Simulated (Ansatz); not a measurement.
## CH4S2Si: structure from calculated spectroscopic constants

These gas-phase data were calculated for one isomer of CH4S2Si at PBE0-D3(BJ)/def2-SVP (harmonic, unscaled wavenumbers; equilibrium rotational constants with average atomic masses):

```
rotational constants            : 4.681, 2.358, 1.584 GHz
all wavenumbers above 1500 cm⁻¹ : 3196, 3165, 3063, 2719
```

Candidates:

(1) `CS[SiH]=S`, a singlet
(2) `C[SiH]1SS1`, a singlet
(3) `C[Si](=S)S`, a singlet

Q: Which structure fits?

A: Candidate (3). The band at 2719 cm⁻¹ lies where the S–H stretch is expected; (1), (2) have no mode between 2500 and 2800 cm⁻¹.

The same quantities for all candidates:

```
     rotational constants (GHz)  wavenumbers above 1500 cm⁻¹  E above the lowest, PBE0-D3(BJ)/def2-SVP (kcal/mol)
(1)          7.015, 2.03, 1.591       3205, 3189, 3068, 2261                                                 13.8
(2)          5.189, 2.883, 2.15       3189, 3165, 3061, 2274                                                 16.2
(3)         4.681, 2.358, 1.584       3196, 3165, 3063, 2719                                                  0.0
```

Each candidate is one conformer. Programs: Ansatz 0.2.0.
